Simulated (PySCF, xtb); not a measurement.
C3H8ClFSi, SMILES CCC[Si@H](F)Cl.

GFN2-xTB (xtb) at its own geometry gives an orbital gap of 6.26 eV and a dipole moment of 2.36 D.

Geometry: PBE0-D3(BJ)/def2-SVP. The structure was generated by enumeration; whether it is a known compound was not checked. Other conformers were not sampled.

Q: What does M06-2X/def2-TZVP (PySCF) give? (The exact figures need the calculation; the answer reports its results.)

A: gap 11.23 eV (levels -9.87 and 1.37 eV), dipole 2.41 D.
